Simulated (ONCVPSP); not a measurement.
## Before and after: ONCV potential for beryllium (Be)

Be (Z = 4), optimised norm-conserving Vanderbilt (ONCV), made with ONCVPSP 4.0.1 (PBE, non-relativistic). Core none, reference 1s2 2s2. Waves: 1s+2s: rc 0.95 bohr, ncon 4, nbas 7, qcut 13.8 1/bohr, 2 projectors; p scattering state at 0.06 Ha: rc 0.90 bohr, ncon 5, nbas 9, qcut 9.4 1/bohr, local. Local part: the p channel. Core correction: none.

Change: all radii scaled by about 1.26 (s 1.20, p 1.14 bohr).

Cutoffs: the cutoffs (Ha) at which the residual kinetic energy of the hardest occupied pseudo-wave falls to 1 and 0.1 mHa per electron; they do not see the model core or the augmentation charge, which bear on the density cutoff. Errors are all-electron minus pseudo energies relative to the spin-unpolarised reference configuration.

Q: What does the change do?

A: The potential gets softer (68 Ha and 78 Ha → 53 Ha and 63 Ha); of the 4 tests that both files solve, the error grows in 1 and shrinks in 2 by more than 15 % and 0.3 meV (median size 2.4 → 0.8 meV); neither file shows a bound ghost. A larger radius leaves more room for a smooth pseudo-wave, so fewer plane waves are needed.

| quantity | base | changed |
| --- | --- | --- |
| cutoff, loose | 68 Ha | 53 Ha |
| cutoff, tight | 78 Ha | 63 Ha |
| bound ghosts | none | none |
| GHOST(+) flags under 300 eV | none | none |
| error for 1s2 2s1, meV [ΔE 9.55 eV] | +0.5 | +0.1 |
| error for 1s2 2s0, meV [ΔE 27.49 eV] | +4.3 | +1.6 |
| error for 1s2 2s1.5, meV [ΔE 3.76 eV] | +0.1 | 0.0 |
| error for 1s2 2s0 2p1, meV [ΔE 13.46 eV] | +5.1 | +6.6 |
